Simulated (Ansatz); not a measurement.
Two isomers of CH9NOSi2: A = `C[Si](N)(O)[SiH3]`, B = `N[SiH2]OC[SiH3]`.

Gas-phase electronic energies from Ansatz, PBE0-D4/def2-TZVP geometries. CCSD(T)/CBS is the MP2 limit (def2-TZVPP, def2-QZVPP) plus CCSD(T) − MP2 in def2-TZVPP, frozen cores. Functionals use def2-TZVPP. B3LYP here is the variant with VWN-RPA as its local correlation; programs differ in this. One conformer a species, not always the lowest.

A:

```xyz
14

C    -0.878    1.234   -0.969
Si   -0.001   -0.272   -0.303
N    -1.239   -1.362    0.188
O     0.963   -1.000   -1.432
Si    1.509    0.272    1.410
H    -1.428    1.755   -0.181
H    -0.159    1.937   -1.396
H    -1.587    0.957   -1.755
H    -2.166   -1.022    0.384
H    -1.032   -2.189    0.724
H     0.503   -1.488   -2.119
H     2.663    1.082    0.930
H     0.810    1.059    2.468
H     2.043   -0.964    2.051
```

B:

Z-matrix (Å, degrees):
```
Si
O 1 1.653
N 1 1.699 2 112.6
H 1 1.487 2 108.1 3 -119.9
H 1 1.487 2 108.2 3 119.9
C 2 1.419 1 120.6 3 179.6
H 3 1.007 1 120.9 2 74.7
H 3 1.007 1 121.0 2 -74.2
Si 6 1.888 2 108.7 1 -179.4
H 6 1.100 2 111.2 1 -58.7
H 6 1.100 2 111.1 1 59.8
H 9 1.489 6 109.1 2 -180.0
H 9 1.486 6 110.0 2 60.3
H 9 1.486 6 110.0 2 -60.3
```

Question: Which is lower in electronic energy at CCSD(T)/CBS, and by how much? (An estimate is asked.)

Answer: Computed: A, by 115.6 kJ/mol.

Question: Give E(B) − E(A) in kJ/mol with MP2/def2-TZVPP, HF/def2-TZVPP, B2PLYP, r2SCAN-D4, CCSD/def2-TZVPP, PBE-D4, B3LYP-D4. (Estimate.)

Answer: The calculation gave: MP2/def2-TZVPP 113.4, HF/def2-TZVPP 89.5, B2PLYP 107.2, r2SCAN-D4 120.7, CCSD/def2-TZVPP 109.3, PBE-D4 124.8, B3LYP-D4 110.2. None reverses the order clearly.

Largest T1 diagnostic: 0.012.

The D4 term adds +5.1 kJ/mol with B3LYP and +2.9 kJ/mol with PBE0; it sums over pairs of atoms, weighted by their polarisabilities, and B3LYP, whose exchange is more repulsive, gets the larger term. In def2-TZVPP, CCSD(T) changes the Hartree–Fock value by +22.0 kJ/mol (the triples alone add +2.3 kJ/mol) and MP2 by +23.9 kJ/mol.
